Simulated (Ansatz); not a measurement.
`[SiH3]/C=C/[SiH3]` + `[AsH3]` → `[SiH3][AsH2]` + `C=C[SiH3]` at 400 K and 1 bar (ligand exchange at the Si–C bond).

Program: Ansatz. Geometries: PBE0-D4/def2-TZVP. ΔE: electronic, gas phase. CBS: MP2 limit from def2 TZ/QZ plus the TZ coupled-cluster correction, frozen cores. This one scheme is used for every species. For As outer-core shells are correlated without core-valence functions, which leaves a few kJ/mol of doubt a bond. Scalar relativity is left out up to krypton.

```csv
species,CCSD(T)/CBS energy (Eh),H − E (kJ/mol),S (J/(mol·K))
`[SiH3]/C=C/[SiH3]`,-659.04033,249.4,374.4
`[AsH3]`,-2236.79077,72.0,234.9
`[SiH3][AsH2]`,-2527.08228,128.9,317.0
`C=C[SiH3]`,-368.76077,199.4,311.5
```

H − E and S are ideal-gas, rigid-rotor, harmonic terms from PBE0-D4/def2-TZVP. 1 Eh = 2625.50 kJ/mol, R = 8.31446 J/(mol·K).

Question: By hand: ΔE, ΔH, ΔS and ΔG.

Answer: ΔE = (-2527.08228) + (-368.76077) − (-659.04033) − (-2236.79077) = -0.01195 Eh = -31.4 kJ/mol. Δ(H − E) = 128.9 + 199.4 − 249.4 − 72.0 = 6.9, so ΔH = -24.5 kJ/mol. ΔS = 317.0 + 311.5 − 374.4 − 234.9 = 19.2 J/(mol·K). ΔG = -24.5 − 400 × (19.2)/1000 = -32.2 kJ/mol.

Question: By hand: the equilibrium constant, and the temperature at which ΔG would vanish if ΔH and ΔS stayed fixed.

Answer: log₁₀ K = −ΔG/(RT ln 10) = 4.2. ΔH and −TΔS have one sign here, so there is no such temperature.

ΔH outweighs TΔS. A doubt of 5 kJ/mol in ΔE shifts log₁₀ K by 0.7 here. These are equilibria of isolated gas molecules and say nothing of rates. Largest T1 diagnostic: 0.012 (customary marks: 0.02 for closed shells, 0.045 for open ones).
